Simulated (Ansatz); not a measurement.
An input meant for Be3O3 (charge 0, singlet; with a point charge).

```yaml
crystal:
  periodic: [false, false, false]
  atoms:
    - {symbol: Be, position_ang: [-0.737262, -1.041054, -0.189744]}
    - {symbol: Be, position_ang: [-0.542869, 1.166011, 0.094923]}
    - {symbol: Be, position_ang: [1.280136, -0.124946, 0.094581]}
    - {symbol: O, position_ang: [0.916612, 1.294310, 0.235854]}
    - {symbol: O, position_ang: [0.674950, -1.449699, -0.117942]}
    - {symbol: O, position_ang: [-1.591578, 0.155378, -0.117673]}
basis:
  gaussian: {orbitals: aug-cc-pVDZ, fitting: {mean_field: def2-universal-jkfit}, point_charges: [{charge: 1.00, position_ang: [4.294, 0.803, -0.768]}]}
total_charge: -1
magnetization: {spin_polarized: true, initial_magnetization: 5}
hamiltonian: {xc: {name: revPBE0}, dispersion: d3bj}
scf: {omitted_lower_state_checks: [starts]}
output: {forces: true}
```

```sh
$ ansatz run in.yaml --threads 4 --pin off --events-out ev --progress --plain --max-ram 3916MiB
```

Shortened log:

```
Functional definition: revPBE0
384 factors; integrals over basis functions are off by at most 3.0e-1 eV
mean field evaluation 1: about -7330.3797 eV, gradient 4.3e1 eV
mean field evaluation 2: about -7202.4886 eV, gradient 1.6e2 eV
mean field evaluation 4: about -7316.6975 eV, gradient 6.9e1 eV
mean field evaluation 8: about -7344.7751 eV, gradient 6.0e0 eV
mean field evaluation 16: about -7345.5161 eV, gradient 1.7e-5 eV
mean field -7345.51613429 eV, -269.9427389653 hartree, gradient 1.7e-5 eV, S^2 8.781808; 0 other end points of the search recorded, 0 dependent functions left out
reference -7345.51619890 eV, -269.9427413399 hartree; 21, 16 occupied and 117, 122 virtual orbitals, 384 factors
Total energy: -7345.82490079 eV, -269.9540859252 hartree
Atom 0 at    -0.737262    -1.041054    -0.189744 Å, force    -2.232428    -4.478548    -0.809803 eV/Å
Atom 1 at    -0.542869     1.166011     0.094923 Å, force    -1.857313     5.189546     0.508948 eV/Å
Atom 2 at     1.280136    -0.124946     0.094581 Å, force     4.810568     0.660192    -0.675955 eV/Å
Atom 3 at     0.916612     1.294310     0.235854 Å, force     1.724309    -0.641488     0.234273 eV/Å
Atom 4 at     0.674950    -1.449699    -0.117942 Å, force     1.599242     0.090858     0.301533 eV/Å
Atom 5 at    -1.591578     0.155378    -0.117673 Å, force    -1.733745    -0.011267    -0.192260 eV/Å
Dipole moment:    -2.184811    -0.610334     0.515274 e Å
Checks for a lower state left out: starts
```

Problem. What is wrong with this run?

Solution. The spin is set far too high (5 unpaired electrons typed, 0 in the singlet as meant). The run converged. The result belongs to that input, not to the species as meant.
